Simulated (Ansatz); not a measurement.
Consider the ligand exchange at a B–C bond: `CC(S)BO` + CH₃NH₂ → `CNBO` + `CCS`.

Isolated molecules relaxed with PBE0-D4/def2-TZVP in Ansatz; ΔE leaves out vibrations. CBS: MP2 limit from def2 TZ/QZ plus the TZ coupled-cluster correction, frozen cores. Functionals use def2-TZVPP. Each species was taken in one conformer, which may not be the lowest.

`CC(S)BO`:

Cartesian coordinates in Å:
```
C 1.037 -0.912 0.277
C -0.363 -0.329 0.330
S -1.306 -0.999 -1.101
B -0.502 1.217 0.063
O 0.492 1.978 -0.447
H 1.028 -2.000 0.372
H 1.539 -0.681 -0.668
H 1.645 -0.511 1.093
H -0.871 -0.652 1.241
H -2.470 -0.382 -0.841
H -1.539 1.778 0.286
H 1.308 1.493 -0.605
```

CH₃NH₂:

```xyz
7

C     0.509    0.014    0.252
N    -0.784    0.300   -0.345
H     0.803   -1.045    0.254
H     0.516    0.364    1.287
H     1.284    0.573   -0.278
H    -1.519   -0.200    0.139
H    -0.809   -0.007   -1.309
```

`CNBO`:

```xyz
10

C    -0.617   -1.302   -0.355
N    -0.215    0.076   -0.469
B     0.512    0.804    0.474
O     0.811    2.117    0.204
H    -0.197   -1.920   -1.157
H    -0.260   -1.702    0.595
H    -1.706   -1.416   -0.377
H    -0.499    0.537   -1.319
H     0.861    0.275    1.496
H     1.311    2.530    0.908
```

`CCS`:

Z-matrix (Å, degrees):
```
C
C 1 1.514
H 1 1.094 2 110.6
H 1 1.091 2 111.0 3 120.4
H 1 1.093 2 111.0 3 -119.6
S 2 1.813 1 114.1 3 -177.2
H 2 1.092 1 111.5 3 58.7
H 2 1.093 1 110.8 3 -60.2
H 6 1.343 2 96.8 1 -62.2
```

**Question.** Is it downhill or uphill in electronic energy at CCSD(T)/CBS, and by how much? (Best estimate.)

**Answer.** The calculation gave: Downhill: ΔE = -1.23 eV.

**Question.** What do these levels give: r2SCAN-D4, PBE0, HF/def2-TZVPP, CCSD(T)/def2-TZVPP, HF/def2-QZVPP, MP2/def2-QZVPP? (Best estimate.)

**Answer.** Ansatz gave: r2SCAN-D4 -1.25, PBE0 -1.27, HF/def2-TZVPP -1.41, CCSD(T)/def2-TZVPP -1.23, HF/def2-QZVPP -1.41, MP2/def2-QZVPP -1.23 eV.

Largest T1 diagnostic among the species: 0.012.

The D4 term adds +0.06 eV with B3LYP and +0.03 eV with PBE0; it sums over pairs of atoms, weighted by their polarisabilities, and B3LYP, whose exchange is more repulsive, gets the larger term. In def2-TZVPP, CCSD(T) changes the Hartree–Fock value by +0.18 eV (the triples alone add +0.03 eV) and MP2 by +0.18 eV.

B3LYP here is the variant with VWN-RPA as its local correlation; programs differ in this.
